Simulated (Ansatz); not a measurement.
Cl$_{3}$GaH$_{3}$N, SMILES `[NH3+][Ga-]([Cl])([Cl])[Cl]`, relaxed with RKS PBE-D4/def2-SVP in the Gaussian-basis code of Ansatz from a rough embedded geometry. The force threshold is 0.03 eV/Å; the program also tests the step.

Total charge 0; spin multiplicity 1.

Start:

```xyz
8

N     0.172   -0.956    0.515
Ga   -0.147    0.678   -0.390
Cl   -1.101    0.198   -2.287
Cl   -1.476    1.995    0.716
Cl    1.741    1.744   -0.753
H     0.846   -1.539    0.023
H     0.653   -0.706    1.462
H    -0.688   -1.414    0.714
```

Task: By how much does the energy fall, and how many steps does the optimiser take? (An estimate is asked.)

Result: Computed: 55.19 kJ/mol, in 11 steps, 1 of them rejected.

Task: Which bonds change most? (Best estimate.)

Result: Computed: N1–Ga2 from 1.895 to 2.095 Å; N1–H7 from 1.092 to 1.031 Å; N1–H8 from 0.994 to 1.031 Å; Ga2–Cl5 from 2.198 to 2.177 Å.

Task: Give the relaxed structure. (Estimate.)

Result: Computed: 
```xyz
8

N     0.186   -0.886    0.533
Ga   -0.185    0.881   -0.529
Cl   -1.167    0.059   -2.288
Cl   -1.439    1.924    0.912
Cl    1.853    1.604   -0.778
H     0.947   -1.424    0.091
H     0.461   -0.678    1.504
H    -0.656   -1.480    0.556
```
